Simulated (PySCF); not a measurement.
## Bonding in `C=Cc1cc(SC)nnn1`

C₆H₇N₃S.
SMILES with atom numbers: `[CH2:1]=[CH:2][c:3]1[cH:4][c:5]([S:6][CH3:7])[n:8][n:9][n:10]1` (hydrogens: H11, H12 on C1; H13 on C2; H14 on C4; H15, H16, H17 on C7)

Geometry (GFN2-xTB, Å), atoms numbered from 1 in this order:
```xyz
17
C6H7N3S angstrom
C     -3.7035    0.2027   -0.2547
C     -2.6255   -0.5716   -0.2903
C     -1.2905   -0.0734    0.0006
C     -0.1687   -0.8941   -0.0424
C      1.0435   -0.2712    0.2611
S      2.5382   -1.1643    0.2499
C      3.7019    0.1470    0.7096
N      1.0874    1.0267    0.5671
N     -0.0030    1.7188    0.5850
N     -1.1518    1.2287    0.3208
H     -3.6145    1.2456   -0.0025
H     -4.6856   -0.1795   -0.4724
H     -2.6873   -1.6226   -0.5402
H     -0.2191   -1.9422   -0.2922
H      3.6586    0.9349   -0.0349
H      4.6853   -0.3110    0.7351
H      3.4276    0.5376    1.6839
```

Bond orders from the PBE0/pcSseg-1 density (PySCF). Isolated species at its GFN2-xTB geometry (one conformer only).

(1) Where do the orders between heavy atoms depart from those drawn in the SMILES?

(2) Give the Mayer order of every bond between heavy atoms, beside its length.

## Answers

(1) The largest departure is 0.242, at C4–C5 (drawn aromatic, 1.258), counting aromatic bonds as 1.5. The bonds drawn aromatic range from 1.26 to 1.44.

(2) 
```csv
bond,drawn as,length (Å),Mayer order
C1–C2,double,1.328,1.929
C2–C3,single,1.454,1.067
C3–C4,aromatic,1.391,1.327
C4–C5,aromatic,1.396,1.258
C5–S6,single,1.741,1.099
S6–C7,single,1.812,0.998
C5–N8,aromatic,1.334,1.333
N8–N9,aromatic,1.292,1.353
N9–N10,aromatic,1.277,1.438
N10–C3,aromatic,1.348,1.330
```

By pair of heavy elements: C–C: lowest C2–C3 (1.067, 1.454 Å), highest C1–C2 (1.929, 1.328 Å). C–S: lowest S6–C7 (0.998, 1.812 Å), highest C5–S6 (1.099, 1.741 Å). C–N: all 2 within 0.02 of one another (1.330 to 1.333). N–N: lowest N8–N9 (1.353, 1.292 Å), highest N9–N10 (1.438, 1.277 Å).

Problem. And the bonds to hydrogen?

Solution. C–H: 0.93 to 0.97 (7 bonds).

Problem. Sum the orders of all bonds at each heavy atom with more than one neighbour and set the sums beside the valence in the SMILES.

Solution. C1 3.805 (drawn 4), C2 3.967 (drawn 4), C3 3.724 (drawn 4), C4 3.554 (drawn 4), C5 3.690 (drawn 4), S6 2.097 (drawn 2), C7 3.831 (drawn 4), N8 2.686 (drawn 3), N9 2.791 (drawn 3), N10 2.768 (drawn 3). Orders between atoms that aren't bonded are not in these sums.

Mayer orders depend on the basis set.

The run behind these numbers computed NMR shieldings as well. Hardware: Arm Neoverse V1, one thread, no GPU (shared host). Cost: 40 s.
